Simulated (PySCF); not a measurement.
```xyz
6

C      1.4718    -0.3434     0.5183
C      0.3165    -0.0504     0.2859
C     -1.0640     0.2481    -0.0162
O     -1.6193     1.2868     0.2959
H      2.4946    -0.5808     0.7344
H     -1.5996    -0.5604    -0.5697
```

Charge 0, multiplicity 1.

Problem. Give the Mulliken and meta-Löwdin atomic charges from PBE-D3(BJ)/def2-TZVP (PySCF).

Solution. 
| atom | Mulliken (e) | meta-Löwdin (e) |
|---|---|---|
| C1 | -0.07 | -0.13 |
| C2 | 0.01 | -0.06 |
| C3 | -0.01 | 0.24 |
| O4 | -0.21 | -0.34 |
| H5 | 0.18 | 0.19 |
| H6 | 0.09 | 0.10 |
